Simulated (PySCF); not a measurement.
**Cu2Te: fields on a plane**

Level of theory: B3LYP/[Te def2-SVP with ECP28, Cu def2-SVP], scalar-relativistic core potentials, density fitting, no spin–orbit coupling, PySCF.

The singlet minimum has Cu–Cu 2.503 Å, Te–Cu 2.425 Å (×2); Cu–Cu–Te 58.9° (×2), Cu–Te–Cu 62.2°.

The plane holds Te1 at (0.00, 0.00), Cu2 at (2.42, 0.00), Cu3 at (1.13, 2.14) Å. Columns run from x = -1.95 to 4.65 Å, rows from y = 4.35 (top) to -1.95 Å, in steps of 0.3 Å. Other isomers or separated fragments may lie lower. Core electrons replaced by a potential are absent, the electrostatic potential uses the reduced nuclear charge, and values within about 0.7 Å of such atoms have no physical meaning.

Question: Give the lowest empty orbital (Å^-3/2) at -2.60 eV (cut at ±0.3; overall sign arbitrary). Lower edges of the bins (Å^-3/2): '_' -0.300, '.' -0.240, ':' -0.180, '-' -0.120, '=' -0.060, '+' 0.000, '*' 0.060, '#' 0.120, '%' 0.180, '@' 0.240; top 0.30, each point printed twice.

Answer: 
```
++++++++++++++++++++****++++++++++++++++++++++
++++++++++++++++**************++++++++++++++++
++++++++++++++******######******++++++++++++++
++++++++++++++****############****++++++++++++
++++++++++++++****##%%%%%%%%####****++++++++++
++++++++++++++++****%%@@@@%%####******++++++++
++++++++++++++++==--##@@%%%%####******++++++++
++++++++++++====--__::--==**######******++++++
++++++++++========##@@__::**######******++++++
++++++++========++##@@**==****######******++++
++++++++====------==++++++++****######******++
++++++++====::::::::--==++++****########****++
++******++==--..__..::--==++++++**######****++
**********++++**::__..--++**--..**%%%%####****
****######--==@@**....--++@@@@__%%@@%%%%##****
****##%%##--__##++....--++@@##==@@@@%%%%##****
****##%%%%**--==--::::--==++::::##%%%%####****
****##%%%%%%**++==------========**######****++
******########**++==========++++************++
++******####****++++======++++++**********++++
++++**********++++++++++++++++++******++++++++
++++++++****++++++++++++++++++++++++++++++++++
```

Question: Give the electrostatic potential (V) (cut at 20 V). Every second row and column.

Answer: 
```
 0.0  0.1  0.3  0.6  1.0  1.4  1.4  1.2  1.0  0.8  0.6  0.5
-0.1  0.0  0.3  0.9  1.9  2.8  2.8  2.0  1.3  0.9  0.7  0.6
-0.2 -0.1  0.2  1.4  4.7  9.1  7.2  3.4  1.7  1.1  0.8  0.7
-0.4 -0.4 -0.1  2.2 16.2 20.0 20.0  5.4  1.9  1.1  0.9  0.7
-0.6 -0.7 -0.3  2.2 20.0 20.0 20.0  5.2  1.7  1.2  1.0  0.9
-0.6 -0.3  1.4  4.6  8.9 16.6  9.2  3.6  2.6  2.0  1.4  1.1
-0.3  1.7 13.4 20.0 20.0  8.1  6.7 17.6 12.8  4.7  2.2  1.3
 0.0  4.4 20.0 20.0 20.0 15.8 17.4 20.0 20.0  8.9  3.0  1.5
 0.1  3.6 20.0 20.0 20.0 10.9 11.1 20.0 20.0  7.1  2.7  1.4
-0.2  1.1  5.9 13.6  9.6  2.2  2.1  5.9  5.6  3.1  1.8  1.1
-0.4 -0.1  0.5  0.9  0.4 -0.4 -0.1  0.8  1.3  1.3  1.0  0.8
```
